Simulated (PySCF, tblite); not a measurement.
Isomers of C6H11N3S. Level: GFN2-xTB in tblite, geometry and Hessian alike; calculated harmonic values, unscaled, isolated species. Against measured fundamentals such values can be off by several per cent, at times by over 20. One conformer each.

Electronic energies: PBE0/pcSseg-1 single points on the GFN2-xTB geometries (PySCF, gas phase).

```tsv
SMILES	electronic energy, lowest = 0 (kcal/mol)
CSc1n[nH]nc1C(C)C	3.2
CCn1nnc(SC)c1C	6.4
CCn1nc(C)c(SC)n1	0.0
CSc1cnnn1C(C)C	10.3
CSc1cn(C(C)C)nn1	9.1
```

How do GFN2-xTB zero-point energies change the relative energies?

| SMILES | ZPE (kcal/mol) | of it from modes above 1550 cm⁻¹ | electronic (kcal/mol) | with ZPE, lowest = 0 (kcal/mol) | lowest mode (cm⁻¹) | rings |
| --- | --- | --- | --- | --- | --- | --- |
| CCn1nc(C)c(SC)n1 | 105.5 | 47.7 | 0.0 | 0.0 | 22 | 1 |
| CSc1n[nH]nc1C(C)C | 106.2 | 48.3 | 3.2 | 3.9 | 47 | 1 |
| CCn1nnc(SC)c1C | 105.6 | 49.8 | 6.4 | 6.4 | 32 | 1 |
| CSc1cn(C(C)C)nn1 | 105.7 | 48.0 | 9.1 | 9.3 | 20 | 1 |
| CSc1cnnn1C(C)C | 105.9 | 48.0 | 10.3 | 10.7 | 12i | 1 |

The zero-point energies span 0.7 kcal/mol, from `CCn1nc(C)c(SC)n1` to `CSc1n[nH]nc1C(C)C`. Slightly imaginary modes are left out of the zero-point energy: `CSc1cnnn1C(C)C` 11.6i cm⁻¹. The order is unchanged.

And how do the electronic energies of GFN2-xTB itself compare?

`CCn1nc(C)c(SC)n1` 0.0; `CSc1n[nH]nc1C(C)C` 7.7; `CCn1nnc(SC)c1C` 3.8; `CSc1cn(C(C)C)nn1` 6.8; `CSc1cnnn1C(C)C` 6.8 kcal/mol, lowest = 0. Against the energies above, taken from the same isomer `CCn1nc(C)c(SC)n1`, the largest difference is 4.5 kcal/mol.
